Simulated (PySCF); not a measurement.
Isomers C₇H₁₄OSi:

A. SMILES CC/C=C(/CC=C)O[SiH3]
B. SMILES C=C(C)[C@@H]1C[SiH2][C@@H]1OC
C. `CCC(=O)/C=C/[SiH](C)C`

Spectrum 1. ¹H NMR (300 MHz, computed): δ 7.84 (m, 1H), 6.76 (d, 1H), 4.71 (m, 1H), 2.46 (q, 2H), 1.16 (t, 3H), 0.24 (d, 6H). ¹³C{¹H} NMR (computed): δ 200.9 (C), 154.6 (CH), 149.4 (CH), 41.6 (CH2), 9.8 (CH3), -2.3 (CH3).

Spectrum 2. ¹H NMR (300 MHz, computed): δ 6.06 (m, 1H), 5.57 (m, 1H), 5.50 (m, 1H), 5.14 (s, 3H), 4.82 (t, 1H), 2.97 (d, 2H), 2.21 (m, 2H), 0.97 (t, 3H). ¹³C{¹H} NMR (computed): δ 154.2 (C), 148.3 (CH), 125.9 (CH2), 118.9 (CH), 45.2 (CH2), 23.3 (CH2), 17.7 (CH3).

Spectrum 3. ¹H NMR (300 MHz, computed): δ 5.10 (m, 1H), 5.07 (m, 1H), 4.84 (m, 1H), 4.84 (m, 1H), 4.00 (m, 1H), 3.60 (m, 1H), 3.45 (s, 3H), 2.36 (s, 3H), 1.46 (m, 1H), 1.07 (m, 1H). ¹³C{¹H} NMR (computed): δ 158.7 (C), 118.0 (CH2), 77.5 (CH), 61.5 (CH3), 52.9 (CH), 22.8 (CH3), 9.7 (CH2).

Method: GFN2-xTB structure, shieldings: GIAO PBE0/pcSseg-1, in PySCF 2.14 (non-relativistic, one computed conformer, equivalent nuclei averaged, no solvent).

Referencing at the same level of theory: TMS for ¹H (σ = 31.72 ppm) and ¹³C (σ = 186.93 ppm). Where no couplings were computed, multiplicities follow the n + 1 count of equivalent neighbours, and m marks all less simple cases (inequivalent or close neighbours, rings, F or P nearby). Shifts are as computed. Against solution values, carbons near 30 ppm lie about +3 ppm off and those near 130 ppm about +5 ppm. Of 1211 compounds with measured shifts, 218 miss one by over three times the rms of a fit or turn the order of signals round; such compounds aren't used in these exercises.

**Question.** Match each spectrum to its structure.

**Answer.** 1–C, 2–A, 3–B.

- Spectrum 1 (C): 6 ¹³C signals; δC 200.9 is a ketone carbonyl carbon; δC 154.6 is a β carbon of a C=C–C=O unit.
- Spectrum 2 (A): 7 ¹³C signals; δC 154.2 is an alkene carbon bearing oxygen; δC 148.3 is an alkene CH.
- Spectrum 3 (B): 7 ¹³C signals; δC 158.7 is a fully substituted alkene carbon; δC 118.0 is a terminal =CH2 carbon.
